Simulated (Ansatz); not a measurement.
Ansatz (a program for electronic structure) input (PBE0/def2-SVP):

Ansatz 0.2 input:
```yaml
crystal:
  periodic: [false, false, false]
  atoms:
    - {symbol: Ge, position_ang: [1.52447329, 0.23814861, 0.45667706]}
    - {symbol: C, position_ang: [-0.29316818, 0.00190969, -0.09845930]}
    - {symbol: C, position_ang: [-1.33918986, 0.83046100, 0.17266407]}
    - {symbol: C, position_ang: [-2.57673375, 0.25990402, -0.33279647]}
    - {symbol: C, position_ang: [-2.31668243, -0.93389866, -0.90123614]}
    - {symbol: C, position_ang: [-0.84872243, -1.21799921, -0.79823878]}
    - {symbol: H, position_ang: [2.50503282, -0.42317361, -0.54057671]}
    - {symbol: H, position_ang: [1.84585929, 1.73889347, 0.64176162]}
    - {symbol: H, position_ang: [-1.27234197, 1.78222106, 0.68200167]}
    - {symbol: H, position_ang: [-3.54536461, 0.73422779, -0.26174702]}
    - {symbol: H, position_ang: [-3.02986025, -1.59430349, -1.37157305]}
    - {symbol: H, position_ang: [-0.39019922, -1.36565319, -1.78250301]}
    - {symbol: H, position_ang: [-0.64929147, -2.13522829, -0.23262991]}
basis:
  gaussian:
    orbitals: def2-SVP
hamiltonian:
  xc: {name: PBE0}
magnetization: {spin_polarized: true, initial_magnetization: 1}
```

End of the output:

```
integrals: 0.12 GiB planned
1403 factors; integrals over basis functions are off by at most 1.4e-3 eV
0.21 GiB of the device are held for the grids
0.91 GiB of device memory are held for the factors and their scratch space
mean field: 0.43 GiB planned
mean field evaluation 1: about -61778.4570 eV, gradient 4.4e1 eV
mean field evaluation 2: about -61735.7233 eV, gradient 9.3e1 eV
mean field evaluation 4: about -61790.2334 eV, gradient 7.3e0 eV
mean field evaluation 8: about -61790.8119 eV, gradient 1.0e0 eV
mean field evaluation 16: about -61790.8226 eV, gradient 9.7e-3 eV
mean field -61790.82264441 eV, -2270.7708488582 hartree, gradient 4.6e-5 eV, S^2 0.769021; 0 other end points of the search recorded, 0 dependent functions left out
reference -61790.82267510 eV, -2270.7708499861 hartree; 35, 34 occupied and 102, 103 virtual orbitals, 1403 factors
Total energy: -61790.82267510 eV, -2270.7708499861 hartree
```

It need not be the lowest isomer of its formula.
